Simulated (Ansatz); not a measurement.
`[GaH2][O][SbH2]` + `N=CO` → `O/C=[N]/[GaH2]` + `[OH][SbH2]` at 500 K and 1 bar (ligand exchange at a Ga–O bond).

Computed with Ansatz on PBE0-D4/def2-TZVP structures; ΔE is electronic, products minus reactants. CCSD(T)/CBS is the MP2 limit (def2-TZVPP, def2-QZVPP) plus CCSD(T) − MP2 in def2-TZVPP, frozen cores. This one scheme is used for every species. def2 core potentials past Kr. For Ga, Sb outer-core shells are correlated without core-valence functions, which leaves a few kJ/mol of doubt a bond. Scalar relativity is left out up to krypton. Each species was taken in one conformer, which may not be the lowest.

```csv
species,CCSD(T)/CBS energy (Eh),H − E (kJ/mol),S (J/(mol·K))
`[GaH2][O][SbH2]`,-2241.53579,119.2,400.4
`N=CO`,-169.71775,145.0,280.5
`O/C=[N]/[GaH2]`,-2094.25715,167.6,374.2
`[OH][SbH2]`,-316.98030,96.1,310.6
```

H − E and S are ideal-gas, rigid-rotor, harmonic terms from PBE0-D4/def2-TZVP, for one conformer and one mirror image of each species. 1 Eh = 2625.50 kJ/mol, R = 8.31446 J/(mol·K).

**Question.** By hand: ΔE, ΔH, ΔS and ΔG.

**Answer.** ΔE = (-2094.25715) + (-316.98030) − (-2241.53579) − (-169.71775) = 0.01609 Eh = 42.2 kJ/mol. Δ(H − E) = 167.6 + 96.1 − 119.2 − 145.0 = -0.5, so ΔH = 41.7 kJ/mol. ΔS = 374.2 + 310.6 − 400.4 − 280.5 = 3.9 J/(mol·K). ΔG = 41.7 − 500 × (3.9)/1000 = 39.8 kJ/mol.

**Question.** By hand: the equilibrium constant, and the temperature at which ΔG would vanish if ΔH and ΔS stayed fixed.

**Answer.** log₁₀ K = −ΔG/(RT ln 10) = -4.2. ΔG = 0 at ΔH/ΔS = 10692 K, far beyond where these terms or the molecules hold.

The number of gas molecules stays the same, so ΔS is small and ΔH decides. A doubt of 5 kJ/mol in ΔE shifts log₁₀ K by 0.5 here. Other conformers and mirror images would add mixing entropy, several J/(mol·K) or more a flexible species. Modes under 60 cm⁻¹, often nearly free rotors, make the harmonic entropy too high. These are equilibria of isolated gas molecules and say nothing of rates. Largest T1 diagnostic: 0.016 (customary marks: 0.02 for closed shells, 0.045 for open ones).
